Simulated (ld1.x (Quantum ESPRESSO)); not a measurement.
Configuration tests for fluorine (F) (ultrasoft)

ld1.x (Quantum ESPRESSO) 7.5 input, shortened:

```
&input
   title='F', zed=9., rel=0, dft='PZ', iswitch=3,
   config='[He] 2s2 2p5'
 /
 &inputp
   pseudotype=3, tm=.true., lloc=-2, rcloc=1.00,
   nlcc=.true., rcore=0.55,
   which_augfun='PSQ', rmatch_augfun=0.65
 /
4
2S  1  0   2.00   0.00  0.70  0.85  0.0
2S  1  0   0.00   3.05  0.70  0.85  0.0
2P  2  1   5.00   0.00  1.15  1.35  0.0
2P  2  1   0.00  -0.45  1.15  1.35  0.0
 &test
   configts(1)='2s2 2p5'
 /
```

Energies are relative to the spin-unpolarised reference configuration 2s2 2p5; without spin polarisation the order of configurations can differ from experiment. Spin-polarised rows fill each open shell by Hund’s rule, majority spin first.

```json
{"valence configuration": "2s2 2p4", "charge": "+1", "ΔE all-electron (eV)": "19.566", "error AE − PS (meV)": "-0.6"}
{"valence configuration": "2s2 2p3", "charge": "+2", "ΔE all-electron (eV)": "58.089", "error AE − PS (meV)": "-1.5"}
{"valence configuration": "2s2 2p2", "charge": "+3", "ΔE all-electron (eV)": "118.826", "error AE − PS (meV)": "+13"}
{"valence configuration": "2s2 2p4.5", "charge": "+0.5", "ΔE all-electron (eV)": "7.636", "error AE − PS (meV)": "-0.1"}
{"valence configuration": "2s2 2p1", "charge": "+4", "ΔE all-electron (eV)": "204.689", "error AE − PS (meV)": "+99"}
{"valence configuration": "2s1 2p5", "charge": "+1", "ΔE all-electron (eV)": "38.127", "error AE − PS (meV)": "+8.9"}
{"valence configuration": "2s2 2p5 (spin-polarised)", "charge": "0", "ΔE all-electron (eV)": "-0.379", "error AE − PS (meV)": "+25"}
```

Task: What are ΔE and the potential's error for 2s2 2p4 (spin-polarised)?

Result: ΔE = 17.734 eV all-electron; the error (AE − PS) is +132 meV.

Task: What are ΔE and the potential's error for 2s1 2p6?

Result: ΔE = 18.302 eV all-electron; the error (AE − PS) is +8.5 meV.

Levels in the configuration 2s1 2p5:

```csv
level,all-electron (eV),pseudo (eV)
2s,-47.154,-47.135
2p,-28.555,-28.555
```
